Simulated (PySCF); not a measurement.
**How methods differ on the ionisation energy of Tm(40+)**

Tm(40+) [Ar] 3d10 4s1 [4s1/2^1, M_J = 1/2] → Tm(41+) [Ar] 3d10, as a difference of total energies. Calculation: PySCF 2.14, in an uncontracted even-tempered set (16 s from 4.8 bohr⁻², ratio 2.8; 13 p from 6.2 bohr⁻², ratio 2.8; 8 d from 11 bohr⁻², ratio 2.8; 4 f from 25 bohr⁻², ratio 3); the two-component X2C-1e Hamiltonian. Correlated levels: [Ne] frozen; the 72 highest virtual spinors dropped. "Screened" scales the spin-orbit matrix elements by Boettger's factors to mimic the two-electron term; Breit and QED terms are absent.

| method | ionisation energy (eV) |
| --- | --- |
| GHF (spin-free) | 1931.7 |
| GMP2 (spin-free) | 1932.9 |
| GHF (screened spin-orbit) | 1931.5 |
| GMP2 (screened spin-orbit) | 1932.7 |

Breit and QED terms and the two-electron picture change are absent.

For comparison: 1945.2 ± 1 eV (semi-empirical (NIST evaluation); NIST Atomic Spectra Database, ionization energies).
